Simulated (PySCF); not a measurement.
YF3, SMILES [F][Y]([F])[F].

Coordinates come from a PBE0-D3(BJ)/def2-TZVP optimisation. The isomer is the one that the SMILES or the coordinates give; other isomers of the formula were not compared. The def2 effective core potentials stand for the cores of Y; spin–orbit coupling is left out.

These are CAM-B3LYP/def2-TZVPD (PySCF) values and carry that method's errors.

Symmetry labels are those of the subgroup C2v that the program uses (full group D3h).

Computed valence orbital energies around the gap with their symmetry:
| orbital | symmetry | energy (eV) |
|---|---|---|
| HOMO−7 | B1 | -13.23 |
| HOMO−6 | A1 | -13.23 |
| HOMO−5 | B2 | -12.79 |
| HOMO−4 | A2 | -12.79 |
| HOMO−3 | B2 | -12.45 |
| HOMO−2 | B1 | -12.39 |
| HOMO−1 | A1 | -12.15 |
| HOMO | B1 | -12.15 |
| LUMO | A1 | -1.71 |
| LUMO+1 | B2 | 0.27 |
| LUMO+2 | B2 | 0.70 |
| LUMO+3 | A2 | 0.70 |
